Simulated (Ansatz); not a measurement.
Ideal-gas functions of CH5NSn (`[CH3][Sn][NH2]`) at 400 K and 1 bar, from an Ansatz frequency run at PBE0-D4/def2-TZVP.

Molar mass 149.77 g/mol, point group C1 (symmetry number 1), electronic degeneracy 1, moments of inertia 58.57, 81.181, 136.593 u Å². Harmonic wavenumbers (cm⁻¹, unscaled): 24, 180, 376, 448, 482, 608, 621, 625, 735, 1185, 1439, 1446, 1550, 3037, 3123, 3144, 3574, 3690.

Use S(trans) = R[1.5 ln M + 2.5 ln T − 1.1517]; rotational temperatures θ = 24.2544 K / I; S(rot) = R[ln(√π/σ · √(T³/θAθBθC)) + 1.5]; for each mode x = 1.438777 ν̃/T, S = R[x/(eˣ − 1) − ln(1 − e⁻ˣ)] and H = RT x/(eˣ − 1); 1 cm⁻¹ = 0.0119627 kJ/mol; R = 8.31446 J/(mol·K).

By hand: the entropy, in J/(mol·K).

Translation 177.4. Rotation: θ = 0.4141, 0.2988, 0.1776 K, giving 107.8. Vibration, mode by mode: 28.68, 12.07, 6.41, 5.19, 4.71, 3.29, 3.17, 3.13, 2.30, 0.62, 0.29, 0.29, 0.21, 0.00, 0.00, 0.00, 0.00, 0.00, in all 70.4. Electronic 0.0. Sum 355.6 J/(mol·K).

By hand: H − E and G − E in kJ/mol, counted from the electronic energy.

Zero-point energy ½ × 26287 × 0.0119627 = 157.2; thermal vibration 13.5; translation, rotation and pV give 4 RT = 13.3. H − E = 184.0 kJ/mol, and G − E = 184.0 − 400 × 355.6/1000 = 41.8 kJ/mol.

Vibration gives 20 % of the entropy, 28.7 J/(mol·K) of it from the mode under 150 cm⁻¹: soft modes count most, and the harmonic formula is weakest for them. The sum counts one conformer and one mirror image; others add a mixing term.
